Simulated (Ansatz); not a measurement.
Consider the cleavage of the Al–Si bond: `[F][AlH][SiH2]Cl` + CH₃SH → `C[S][AlH][F]` + `[SiH3]Cl`.

Gas-phase electronic energies from Ansatz, PBE0-D4/def2-TZVP geometries. CCSD(T)/CBS is the MP2 limit (def2-TZVPP, def2-QZVPP) plus CCSD(T) − MP2 in def2-TZVPP, frozen cores. This one scheme is used for every species. DFT in def2-TZVPP. B3LYP here is the variant with VWN-RPA as its local correlation; programs differ in this. HSE06 is defined as in plane-wave codes. One conformer a species, not always the lowest.

`[F][AlH][SiH2]Cl`:

```xyz
7

F     2.505   -0.059    0.859
Al    1.062   -0.792    0.526
Si   -0.699    0.660   -0.377
Cl   -2.385   -0.506   -0.687
H     0.944   -2.340    0.814
H    -1.085    1.760    0.547
H    -0.341    1.276   -1.683
```

CH₃SH:

Z-matrix (Å, degrees):
```
C
S 1 1.806
H 1 1.089 2 111.5
H 1 1.089 2 111.5 3 -123.8
H 1 1.090 2 106.2 3 118.1
H 2 1.342 1 97.1 3 61.9
```

`C[S][AlH][F]`:

Z-matrix (Å, degrees):
```
C
S 1 1.825
H 1 1.091 2 112.1
H 1 1.089 2 108.6 3 120.5
H 1 1.089 2 108.7 3 -120.5
Al 2 2.158 1 99.4 3 0.2
F 6 1.647 2 118.3 1 180.0
H 6 1.574 2 121.8 1 -0.1
```

`[SiH3]Cl`:

```xyz
5

Si   -0.056   -0.113   -0.024
Cl    0.838    1.696    0.355
H     0.749   -0.832   -1.038
H    -1.424    0.135   -0.531
H    -0.106   -0.887    1.238
```

Question: Is it downhill or uphill in electronic energy at CCSD(T)/CBS, and by how much? (An estimate is asked.)

Answer: Computed: Downhill: ΔE = -111.4 kJ/mol.

Question: What do these levels give: PBE-D4, BLYP-D4, HSE06-D4, revPBE, B3LYP, HSE06, BHLYP, LC-ωPBE, RPA@PBE/def2-TZVPP, SCS-MP2/def2-TZVPP, MP2/def2-QZVPP, CCSD/CBS(def2)? (Best estimate.)

Answer: Computed: PBE-D4 -98.4, BLYP-D4 -104.9, HSE06-D4 -102.3, revPBE -95.6, B3LYP -106.0, HSE06 -101.8, BHLYP -111.2, LC-ωPBE -104.4, RPA@PBE/def2-TZVPP -105.7, SCS-MP2/def2-TZVPP -116.8, MP2/def2-QZVPP -120.9, CCSD/CBS(def2) -110.5 kJ/mol.

Largest T1 diagnostic among the species: 0.012.

From BLYP to BHLYP (50 % exact exchange), in def2-TZVPP and without D4, ΔE moves by −8.6 kJ/mol. Leaving LDA and LC-ωPBE aside and taking each functional with its dispersion term where it has one, the values, not all of them listed here, spread over 15.3 kJ/mol, from ωB97M-V to PBE-D4. LDA lies −3.4 kJ/mol from PBE without D4.
